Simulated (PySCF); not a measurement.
Computed properties of C₃H₆O₂Si, SMILES O[SiH2][C@@H]1C=CO1

C3H6O2Si, SMILES O[SiH2][C@@H]1C=CO1. The structure is a stationary point at B3LYP-D3(BJ)/def2-SVP. The structure was generated by enumeration; whether it is a known compound was not checked. Other conformers were not sampled. All values are computed for the isolated molecule unless a solvent is named; none is compared with measurement here.

**Structure.** All 30 harmonic modes at B3LYP-D3(BJ)/def2-SVP (PySCF) are real, so it is a minimum. With heavy atoms numbered as in [OH:1][SiH2:2][C@@H:3]1[CH:4]=[CH:5][O:6]1, the shortest bond between them is C4–C5 at 1.346 Å and the longest Si2–C3 at 1.898 Å.

**Vibrations.** The strongest infrared lines (harmonic, unscaled, degenerate partners summed) lie at 912 cm⁻¹ (276 km/mol, H 67 %, Si 17 %, O 10 %), 2254 cm⁻¹ (131 km/mol, H 97 %), 2227 cm⁻¹ (107 km/mol, H 97 %). The softest mode is at 59 cm⁻¹ and the zero-point energy is 52.8 kcal/mol.

**Electronic structure.** r2SCAN/def2-TZVP (PySCF) places the frontier levels at -5.81 and -0.58 eV, a gap of 5.23 eV, and gives a dipole moment of 1.23 D and a mean polarisability of 64.7 bohr³. PBE/def2-TZVP (PySCF) at the same geometry gives -5.61 and -0.87 eV, so its gap is 0.49 eV narrower. An orbital gap is neither the optical nor the fundamental gap.

**Excitations.** TDA-CAM-B3LYP/def2-SVPD (PySCF) has S1 at 6.06 eV (204 nm, f = 0.027, weak); the most intense of the 10 singlets computed lies at 7.73 eV (f = 0.10). T1 (TDA) is at 3.99 eV, 2.07 eV under S1. TDA-PBE/def2-SVPD (PySCF) puts S1 at 4.91 eV. No vertical singlet excitation falls in the visible range (under 3.1 eV).

**NMR.** GIAO shifts at PBE0/pcSseg-1 (PySCF) (non-relativistic, atoms alike by connectivity averaged): ¹³C from 93.1 to 165.1 ppm against TMS; ¹H from 1.7 to 7.1 ppm against TMS; ²⁹Si at -8.4 ppm against TMS.

**Solvation.** SMD-ωB97X/6-31G* (PySCF) gives -5.5 kcal/mol in water, -4.1 kcal/mol in toluene, -7.1 kcal/mol in ethanol (1 M in both phases, gas-phase geometry); of these solvents ethanol holds the molecule best.
